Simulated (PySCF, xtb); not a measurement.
GaH2Br, SMILES [GaH2][Br].

GFN2-xTB in xtb at its own geometry gives an orbital gap of 5.24 eV and a dipole moment of 4.52 D.

Coordinates come from a B3LYP-D3(BJ)/def2-TZVP optimisation.

Q: What does PBE0/def2-TZVPD in PySCF give? (The exact figures need the calculation; the answer reports its results.)

A: gap 6.12 eV (levels -8.07 and -1.95 eV), dipole 1.97 D.
